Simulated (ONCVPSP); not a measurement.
Ge (Z = 32): one change to an ONCV potential, before and after

```
Element                 : Ge (Z = 32)
Generator               : ONCVPSP 4.0.1
Type                    : optimised norm-conserving Vanderbilt (ONCV)
Functional              : PW91
Relativity              : scalar-relativistic
Frozen core             : [Ar]
Valence charge          : 14
Reference configuration : 3d10 4s2 4p2
Partial waves           : 4s: rc 1.75 bohr, ncon 4, nbas 7, qcut 3.9 1/bohr, 1 projector; 4p: rc 2.25 bohr, ncon 3, nbas 7, qcut 3.7 1/bohr, 3 projectors, debl 2.5 Ha; 3d: rc 0.90 bohr, ncon 4, nbas 9, qcut 17.1 1/bohr, 3 projectors, debl 3.1 Ha; f scattering state at 0.15 Ha: rc 2.25 bohr, ncon 4, nbas 8, qcut 5.2 1/bohr, 2 projectors, debl 3.3 Ha
Local potential         : polynomial inside 0.75 bohr (lpopt 5, dvloc0 0 Ha)
Core correction         : Teter function, fcfact 2, rcfact 1.25
```

Change: s: rc 2.52.

Cutoffs: the cutoffs (Ha) at which the residual kinetic energy of the hardest occupied pseudo-wave falls to 1 and 0.1 mHa per electron; they do not see the model core or the augmentation charge, which bear on the density cutoff. Errors are all-electron minus pseudo energies relative to the spin-unpolarised reference configuration.

Problem. How do hardness, ghosts and transferability respond?

Solution. The potential gets neither clearly harder nor softer (120 Ha and 133 Ha → 120 Ha and 133 Ha); both files keep a bound ghost (f, s); of the 4 tests that both files solve, the error grows in 2 and shrinks in 2 by more than 15 % and 0.3 meV (median size 7.5 → 9.1 meV).

```tsv
quantity	base	changed
cutoff, loose	120 Ha	120 Ha
cutoff, tight	133 Ha	133 Ha
loose cutoff by channel	s 9.9 Ha, p 2.8 Ha, d 120 Ha	s 5.5 Ha, p 2.8 Ha, d 120 Ha
bound ghosts	s, f	s, f
GHOST(+) flags under 300 eV	p at 148.9 eV	p at 148.9 eV
error for 3d10 4s2 4p1, meV [ΔE 7.50 eV]	-1.4	0.0
error for 3d10 4s2 4p0, meV [ΔE 23.03 eV]	-9.7	+4.2
error for 3d10 4s1 4p0, meV [ΔE 57.93 eV]	-14	-28
error for 3d10 4s1 4p2, meV [ΔE 16.25 eV]	+5.2	-14
p: phases at 2.28 bohr within 0.05 rad from the reference energy up to (Ha; the scan ends near 5)	to the end of the scan	to the end of the scan
d: phases at 0.91 bohr within 0.05 rad from the reference energy up to (Ha; the scan ends near 5)	to the end of the scan	to the end of the scan
f: phases at 2.28 bohr within 0.05 rad from the reference energy up to (Ha; the scan ends near 5)	4.3	4.3
rms error of d²Exc/dni dnj with the model core, mHa	4.50	4.47
```

 A true bound ghost makes a file unfit for plane-wave use even where its test errors are small: the radial tests pick states by their node count and pass the ghost by.
